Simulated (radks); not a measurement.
Task: The mean radii <r> (bohr) of the occupied orbitals of an atom or ion are listed with their occupations. Calculated with a radial shooting solver on a logarithmic mesh with Libxc functionals: scalar-relativistic Kohn-Sham, PBE, spin-polarised, spherical densities, finite nucleus; Fermi nuclear charge, rms radius of each element as measured or else 0.836 A^(1/3) + 0.57 fm.

orbital  occ.     <r>
1s          2  0.5789

Name the element and its charge. Open shells, if any, are filled with parallel spins first.

Result: Z = 3, lithium, charge +1: Li+ in [He]. The 1s radius gives Z: for a bare nucleus <r> = (2 gamma + 1)/(2Z) with gamma = sqrt(1 - (Z/c)^2), 0.4999 bohr for Z = 3, and screening makes it slightly larger (0.5789 here). The occupations add up to 2, and the charge is Z minus that.
